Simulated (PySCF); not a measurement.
**Cr(IV): tetrahedral complexes compared**

All values are computed with PySCF: state-averaged CASSCF of the d shell with SC-NEVPT2, spin-free X2C, triple-zeta basis on the metal and double-zeta on the ligands, mean-field spin-orbit coupling; DFT geometries.

| complex | point group | M–L / Å | L–M–L / ° | solvent |
| --- | --- | --- | --- | --- |
| CrF4 | Td | 1.70 | 109 | none |
| CrCl4 | Td | 2.09 | 109 | none |
| Cr(OH)4 | C1 | 1.76 | 107–114 | none |
| [CrO4]4- | Td | 1.78 | 109 | water |

Rank by 10Dq at CASSCF level, lowest first.
A. CrCl4
B. CrF4
C. Cr(OH)4
D. [CrO4]4-

A (8598 cm⁻¹), D (10867 cm⁻¹), B (11593 cm⁻¹), C (12817 cm⁻¹).

Rank by the nephelauxetic ratio at CASSCF level, lowest first.
A. Cr(OH)4
B. CrCl4
C. CrF4
D. [CrO4]4-

B (0.655), D (0.712), A (0.722), C (0.771).

What are the ground states and moments?


| complex | shell | ground state (NEVPT2) | total orbital splitting (CASSCF fit) / cm⁻¹ | μeff(300 K) / μB |
| --- | --- | --- | --- | --- |
| CrF4 | d2 | 3A2 | 11593 | 2.79 |
| CrCl4 | d2 | 3A2 | 8598 | 2.80 |
| Cr(OH)4 | d2 | 3A2-like | 15392 | 2.79 |
| [CrO4]4- | d2 | 3A2 | 10867 | 2.79 |

In Cr(OH)4 the symmetry is lower than cubic, so the total splitting isn't 10Dq alone: it holds the effect of the lower symmetry too.

In CrCl4, Cr(OH)4, [CrO4]4- the metal orbitals mix much with the ligands', for which an active space of the metal shell alone is small.
